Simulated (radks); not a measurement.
The chlorine ion Cl16+, configuration 1s0.5 2s0.5 (fractional occupations, a model configuration).

All-electron calculation, non-relativistic Kohn-Sham, LDA (Slater exchange, Perdew-Wang correlation), spin-polarised, spherical densities, point nucleus; open shells are filled with parallel spins first. Program: a radial shooting solver on a logarithmic mesh with Libxc functionals.

Energy parts (eV):
total: -2455.668
kinetic: 2454.779
electron-nucleus: -4912.249
Hartree: 68.884
exchange-correlation: -67.083

Orbitals (lengths in bohr, moments of r in powers of bohr; r(max) is where P^2 peaks; r(90%) holds 90 % of the orbital's charge):
\begin{tabular}{lrrrrr}
orbital & occ. & eigenvalue (eV) & r(90%) & <r> & r(max) \\ \hline
1s up & 0.5 & -3876.432 & 0.156 & 0.08805 & 0.05865 \\
2s up & 0.5 & -941.2647 & 0.542 & 0.3561 & 0.3103 \\
\end{tabular}

The highest occupied level is 2s up at -941.26 eV. The electron density at the nucleus is 882.2 e/bohr^3. Virial ratio -V/T = 2.00036. Spin moment in Bohr magnetons: 1.
